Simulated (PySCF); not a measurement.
System: C3H8O (charge 0, singlet). SMILES: C(CO)C
Coordinates optimised at B3LYP-D3(BJ)/def2-TZVP (Ansatz):
```xyz
12

C     -1.8645    -0.1931    -0.3023
C     -0.5633    -0.0415     0.4803
C      0.6470     0.0514    -0.4275
O      1.8098     0.1901     0.3857
H     -1.8566    -1.0970    -0.9161
H     -2.0299     0.6578    -0.9677
H     -2.7210    -0.2579     0.3699
H     -0.5982     0.8550     1.1046
H     -0.4258    -0.8898     1.1558
H      0.5406     0.9120    -1.1014
H      0.7147    -0.8511    -1.0496
H      2.5829     0.2497    -0.1841
```
Charge 0, spin multiplicity 1.

Dispersion corrections to the total energy (kcal/mol) from the dftd3 and dftd4 libraries through PySCF: D3(BJ) without and D4 with the three-body term, each with the damping fitted for the functional named.

```tsv
functional	D3(BJ)	D4
HF	-35.84	…
r2SCAN	-1.20	-0.99
PBE0	-3.65	…
BP86	…	-4.92
B3LYP	-7.27	-6.15
B2PLYP	-3.18	-2.70
HSE06	-2.55	-2.94
```

### Question
What belongs in the gaps?

### Answer

- HF, D4: -15.57
- PBE0, D4: -3.22
- BP86, D3(BJ): -6.31
